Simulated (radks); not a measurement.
Task: These are the eigenvalues of the occupied orbitals of an atom or ion with whole-number occupations (eV). Calculated with a radial shooting solver on a logarithmic mesh with Libxc functionals: Dirac Kohn-Sham, BLYP, spin-unpolarised, spherical densities, finite nucleus; Fermi nuclear charge, rms radius of each element as measured or else 0.836 A^(1/3) + 0.57 fm.

1s1/2: -48334.94
2s1/2: -7947.396
2p1/2: -7541.466
2p3/2: -6893.253
3s1/2: -1762.127
3p1/2: -1586.650
3p3/2: -1454.556
3d3/2: -1150.512
3d5/2: -1121.773
4s1/2: -362.9512
4p1/2: -295.1127
4p3/2: -265.8049
4d3/2: -154.0042
4d5/2: -148.7246
5s1/2: -57.6807
5p1/2: -38.8766
5p3/2: -34.7228
4f5/2: -18.2713
4f7/2: -17.5954
6s1/2: -10.6393
6p1/2: -7.0750
6p3/2: -6.6147

Which element is it, and in what charge state? The configuration may be excited. Open shells, if any, are shared by 2j + 1.

Result: Z = 63, europium, charge +1: Eu+ in [Xe] 4f6 6s1 6p1. The list shows which subshells hold electrons but not how many an open one holds; the 1s level, -1776.3 hartree, gives Z - s = 59.6 by -(Z - s)^2/2, which with screening and relativity narrows Z to a few neighbours, and the depths of the outer levels then fix element, charge and occupations together.
